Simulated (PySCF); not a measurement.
**Core binding energy against partial charge**

Compound: C₆H₁₁NSSi.
Atom-mapped SMILES: `[CH3:1][S:2][Si@@:3]1([CH3:4])[CH2:5][CH2:6][C@@H:7]1[C:8]#[N:9]`

Binding energies: delta-SCF UKS SCAN, pcX-2 on the ionised atom, pcseg-1 elsewhere, spin-free X2C (PySCF). Charges: PBE0/pcSseg-1 ground-state density, for the ionised atom.

```tsv
atom	environment	C 1s (eV)	Mulliken (e)	IAO (e)	Hirshfeld (e)	ESP (e)
C5	sp3 carbon bound to silicon	290.16	-0.505	-0.562	-0.167	-0.462
C4	Si-methyl carbon	290.53	-0.620	-0.716	-0.206	-0.771
C7	sp3 carbon bound to silicon	291.07	-0.572	-0.432	-0.097	-0.468
C6	four-membered-ring carbon	291.13	-0.190	-0.239	-0.058	+0.133
C1	S-methyl carbon	291.56	-0.412	-0.489	-0.111	-0.309
C8	nitrile carbon	291.68	+0.145	+0.135	+0.070	+0.352
```

Give the correlation coefficient and slope of binding energy on charge for each scheme.

Hirshfeld: r = 0.78, slope 4.8 eV per e; IAO: r = 0.70, slope 1.4 eV per e; ESP: r = 0.68, slope 1.0 eV per e; Mulliken: r = 0.66, slope 1.3 eV per e. Hirshfeld charges have the highest r, on only 6 points.

The point-charge model writes a binding energy as kq + V + constant, with V the potential of the other atoms' charges at the site. What does it give with the Mulliken charges?

V = Σ 14.40 eV Å × q/r over all other atoms: +6.71 eV at C5, +9.58 eV at C4, +6.15 eV at C7, +0.91 eV at C6, +5.89 eV at C1, -5.14 eV at C8. Fitting binding energy − V to q gives k = 19.3 eV per e and leaves an rms residual of 0.98 eV, against 0.40 eV for the fit on q alone. The model has no term for differences in relaxation between sites.

Isolated species at its PBE0-D3(BJ)/def2-SVP geometry (one conformer only).

Conformer computed: `[CH3:1][S:2][Si@@:3]1([CH3:4])[CH2:5][CH2:6][C@@H:7]1[C:8]#[N:9]`: C1–S2–Si3–C4 -31°.
